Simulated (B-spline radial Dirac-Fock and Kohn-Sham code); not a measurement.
## What relativity does to the binding energies of Re⁴⁰⁺

System: the Re⁴⁰⁺ ion in the configuration [Ar] 3d10 4s2 4p5.

Both columns are ΔSCF binding energies of the configuration average from a radial finite-basis atomic code: non-relativistic Hartree-Fock with a point nucleus, and Dirac-Fock with a finite nucleus and the Coulomb interaction alone, averaged over the two j levels with weights 2j+1.

```
shell  Hartree-Fock (eV)  Dirac-Fock (eV)  shift (eV)  shift (%)
   1s            67900.2          73920.9    +6020.74      +8.87
   2s            12846.7          14455.9    +1609.21     +12.53
   3s             4334.1           4750.2     +416.07      +9.60
   3d             3731.7           3720.8      -10.95      -0.29
   4s             2044.5           2184.2     +139.76      +6.84
   4p             1946.2           2003.6      +57.35      +2.95
```

Relativity binds 1s, 2s, 3s, 4s, 4p more strongly, among those listed most of all 2s in relative terms, and 3d more weakly, because the contracted s and p shells screen the nucleus better.

Values without a named source are computed, but for edge energies of neutral atoms, which are taken from tables.
